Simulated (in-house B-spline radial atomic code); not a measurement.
**How G0W0 and RPA depend on the start: Br⁻**

Configuration [Ar] 3d10 4s2 4p6. Computed with a B-spline radial code for spherical atoms: all electrons, scalar-relativistic (spin-free one-electron X2C), finite nucleus, each spin shell either full or empty, empty states to l = 9 with an (l + 1/2)⁻⁴ tail; G0W0 by contour deformation at full frequency.

The anion's configuration is assumed.

```json
{"start": "Hartree-Fock", "mean-field 4p (eV)": "-3.744", "G0W0 (eV)": "-3.934", "QP weight": "0.916", "RPA correlation (Eh)": "-2.3689"}
{"start": "LC-wPBE", "mean-field 4p (eV)": "-3.603", "G0W0 (eV)": "-3.805", "QP weight": "0.908", "RPA correlation (Eh)": "-2.5185"}
{"start": "wB97X", "mean-field 4p (eV)": "-3.319", "G0W0 (eV)": "?", "QP weight": "?", "RPA correlation (Eh)": "?"}
{"start": "BHandHLYP", "mean-field 4p (eV)": "-2.037", "G0W0 (eV)": "?", "QP weight": "?", "RPA correlation (Eh)": "?"}
{"start": "CAM-B3LYP", "mean-field 4p (eV)": "-2.310", "G0W0 (eV)": "-3.678", "QP weight": "0.860", "RPA correlation (Eh)": "-2.5299"}
{"start": "PBE0", "mean-field 4p (eV)": "-1.002", "G0W0 (eV)": "-3.247", "QP weight": "0.726", "RPA correlation (Eh)": "-2.5534"}
```

(1) What G0W0 level, weight and RPA correlation energy follow from the wB97X start?

(2) What G0W0 level, weight and RPA correlation energy follow from the BHandHLYP start?

(3) How much of the dependence on the start does G0W0 remove?

Answers

(1) G0W0 level -3.904 eV, weight 0.901, RPA correlation -2.5079 hartree.

(2) G0W0 level -3.583 eV, weight 0.850, RPA correlation -2.4885 hartree.

(3) The mean-field levels span 2.74 eV and the G0W0 levels 0.687 eV. Against 3.364 eV (electron affinity of the neutral atom) the G0W0 removal energies are off by -0.12 to +0.57 eV, with spin-orbit coupling, Breit and QED terms left out.
